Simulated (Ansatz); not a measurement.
One change: `[Cl][SnH2][Br]` becomes `[F][SnH]([Cl])[Br]`.

Ansatz, PBE0-D4/def2-TZVP geometries, multiplicity 1. 

Elements past krypton have def2 core potentials. Scalar relativity is left out up to krypton.

```
                               property  `[Cl][SnH2][Br]`
    HOMO energy (B3LYP/def2-TZVPP) / eV             -8.28
   HOMO–LUMO gap (PBE0/def2-TZVPP) / eV              6.98
    LUMO energy (B3LYP/def2-TZVPP) / eV             -1.87
    HOMO–LUMO gap (PBE/def2-TZVPP) / eV              4.80
HOMO–LUMO gap (ωB97M-V/def2-TZVPP) / eV             11.08
  LUMO energy (ωB97M-V/def2-TZVPP) / eV              0.34
```

Q: What does the change do to each property? (Estimate.)

A: Ansatz gave: 
```csv
property,`[F][SnH]([Cl])[Br]`,shift
HOMO energy (B3LYP/def2-TZVPP) / eV,-8.81,-0.53
HOMO–LUMO gap (PBE0/def2-TZVPP) / eV,6.78,-0.20
LUMO energy (B3LYP/def2-TZVPP) / eV,-2.63,-0.76
HOMO–LUMO gap (PBE/def2-TZVPP) / eV,4.55,-0.25
HOMO–LUMO gap (ωB97M-V/def2-TZVPP) / eV,11.01,-0.07
LUMO energy (ωB97M-V/def2-TZVPP) / eV,-0.30,-0.64
```

With PBE0 the HOMO falls by 0.54 eV and the LUMO falls by 0.74 eV, so the gap narrows by about 0.20 eV. PBE moves the HOMO by -0.50 eV and ωB97M-V by -0.56 eV.

B3LYP here is the variant with VWN-RPA as its local correlation; programs differ in this.

Spin–orbit coupling is left out; it splits and shifts lone-pair levels of the heavy atoms by tenths of an eV.
